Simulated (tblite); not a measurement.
C₃H₇Si₂ (doublet state).
Atom-mapped SMILES: `[SiH3:1][C@@H:2]1[CH:3]=[C:4][SiH2:5]1` (hydrogens: H6, H7, H8 on Si1; H9 on C2; H10 on C3; H11, H12 on Si5)
Bond orders are those of one Lewis drawing.

Computed with GFN2-xTB (tblite), gas phase: L-BFGS steps from a force-field or distance-geometry start until the largest atomic force falls under 0.01 eV/Å.

Step 13: E = -361.5681 eV
```
atom  x, y, z in Å  |  force x, y, z in eV/Å
Si1     1.6622   -0.2056    0.0001   -0.069   0.015   0.005
C2     -0.1053    0.1567   -0.5740   -0.057  -0.048   0.009
C3     -0.6972    1.4623   -0.1098   -0.005  -0.002  -0.037
C4     -1.7284    1.0505    0.6188    0.036   0.058  -0.029
Si5    -1.4865   -0.8011    0.4315    0.020  -0.065  -0.016
H6      2.6456    0.3980   -0.8986    0.002   0.031  -0.027
H7      1.8348   -1.6583    0.0349    0.053  -0.026  -0.055
H8      1.8152    0.3248    1.3514    0.038   0.042   0.049
H9     -0.2347    0.0363   -1.6521    0.015  -0.015   0.019
H10    -0.3558    2.4485   -0.3702    0.028   0.004   0.043
H11    -2.4163   -1.5967   -0.3642   -0.012   0.015  -0.029
H12    -0.9324   -1.6159    1.5061   -0.049  -0.009   0.068
```

Step 14: E = -361.5695 eV
```
atom  x, y, z in Å  |  force x, y, z in eV/Å
Si1     1.6613   -0.2055    0.0018   -0.027   0.038  -0.019
C2     -0.1052    0.1571   -0.5759   -0.085  -0.075   0.069
C3     -0.6972    1.4624   -0.1104   -0.005  -0.010  -0.037
C4     -1.7302    1.0520    0.6175    0.068   0.054  -0.042
Si5    -1.4881   -0.7999    0.4335    0.016  -0.086  -0.040
H6      2.6453    0.4003   -0.8990   -0.026   0.017   0.000
H7      1.8403   -1.6584    0.0300    0.042  -0.009  -0.044
H8      1.8189    0.3280    1.3534    0.024   0.021   0.016
H9     -0.2376    0.0327   -1.6530    0.025  -0.004   0.020
H10    -0.3510    2.4475   -0.3682    0.016   0.011   0.039
H11    -2.4159   -1.5978   -0.3654    0.004   0.032  -0.013
H12    -0.9396   -1.6190    1.5095   -0.050   0.012   0.050
```

Step 15: E = -361.5709 eV
```
atom  x, y, z in Å  |  force x, y, z in eV/Å
Si1     1.6599   -0.2047    0.0035    0.026   0.044  -0.032
C2     -0.1066    0.1560   -0.5768   -0.078  -0.085   0.105
C3     -0.6969    1.4623   -0.1118    0.001  -0.015  -0.030
C4     -1.7314    1.0545    0.6152    0.075   0.017  -0.039
Si5    -1.4895   -0.7996    0.4351    0.000  -0.074  -0.044
H6      2.6445    0.4035   -0.8994   -0.057   0.005   0.026
H7      1.8476   -1.6584    0.0234    0.026   0.024  -0.030
H8      1.8239    0.3320    1.3558    0.006  -0.006  -0.029
H9     -0.2407    0.0284   -1.6532    0.033   0.001   0.021
H10    -0.3450    2.4464   -0.3651    0.009   0.017   0.027
H11    -2.4152   -1.5986   -0.3668    0.009   0.039  -0.006
H12    -0.9494   -1.6224    1.5140   -0.048   0.035   0.032
```

Step 16: E = -361.5723 eV
```
atom  x, y, z in Å  |  force x, y, z in eV/Å
Si1     1.6586   -0.2032    0.0046    0.061   0.031  -0.031
C2     -0.1093    0.1529   -0.5761   -0.032  -0.071   0.098
C3     -0.6962    1.4620   -0.1139    0.013  -0.018  -0.016
C4     -1.7316    1.0572    0.6124    0.055  -0.034  -0.021
Si5    -1.4907   -0.8003    0.4357   -0.024  -0.040  -0.025
H6      2.6428    0.4068   -0.8994   -0.073   0.005   0.034
H7      1.8555   -1.6577    0.0162    0.010   0.057  -0.016
H8      1.8290    0.3358    1.3576   -0.011  -0.030  -0.066
H9     -0.2433    0.0240   -1.6526    0.038  -0.001   0.027
H10    -0.3389    2.4455   -0.3615    0.006   0.014   0.008
H11    -2.4142   -1.5987   -0.3682   -0.001   0.033  -0.012
H12    -0.9605   -1.6250    1.5190   -0.043   0.052   0.020
```

Task: Estimate the geometry and energy of step 17. (The exact step hangs on the optimiser's Hessian estimate; all steps are aligned on step 16, rigid shifts and turns removed.)

Result: E = -361.5736 eV, largest force 0.091 eV/Å
```
atom  x, y, z in Å  |  force x, y, z in eV/Å
Si1     1.6581   -0.2015    0.0051    0.062   0.006  -0.021
C2     -0.1121    0.1487   -0.5740    0.030  -0.037   0.057
C3     -0.6951    1.4615   -0.1160    0.026  -0.020   0.004
C4     -1.7309    1.0589    0.6097    0.019  -0.068   0.004
Si5    -1.4920   -0.8015    0.4359   -0.042   0.000   0.004
H6      2.6400    0.4099   -0.8989   -0.064   0.019   0.020
H7      1.8626   -1.6559    0.0097    0.000   0.072  -0.005
H8      1.8332    0.3386    1.3580   -0.021  -0.041  -0.079
H9     -0.2447    0.0203   -1.6511    0.040  -0.009   0.037
H10    -0.3335    2.4448   -0.3582    0.006   0.000  -0.009
H11    -2.4134   -1.5982   -0.3698   -0.020   0.018  -0.027
H12    -0.9709   -1.6263    1.5237   -0.036   0.059   0.016
```

The energy changes by -0.0012 eV. The first-order estimate −F·Δx gives -0.0017 eV and the mean of the old and new forces, exact on a quadratic surface, -0.0012 eV. The step makes an angle of 68° with the force vector and moves no atom by more than 0.011 Å.

The cost below is that of the whole relaxation. Time: 0.28 s of wall time. Hardware: one thread, Arm Neoverse V2 (aarch64) (shared host).
